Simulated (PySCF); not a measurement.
## Stationary points of Re₂S

Method: PySCF, PBE0, basis S def2-TZVP, Re def2-TZVP with ECP60 (scalar-relativistic core potentials, no spin–orbit coupling, density fitting).

Relaxations began from a few typed shapes. The search is not exhaustive: other isomers or separated fragments can lie lower, and high-lying points may rest on an excited occupation.

(1) Order these stationary points by electronic energy, lowest first, in kJ/mol from the lowest minimum.
A. singlet (closed shell, unstable to spin polarisation) D∞h: S–Re 2.011 Å (×2); Re–S–Re 180.0°
B. singlet C2v: Re–Re 2.078 Å, S–Re 2.293 Å (×2); Re–Re–S 63.1° (×2), Re–S–Re 53.9°

(2) Which of them are minima?

Answers

(1) B (0.0), A (382.6).

(2) By energy in kJ/mol, 0.0: minimum; 382.6: minimum of the closed-shell surface only.

For the lowest minimum: stability towards spin polarisation was not tested. No spin–orbit coupling is included, which matters more the heavier the element.
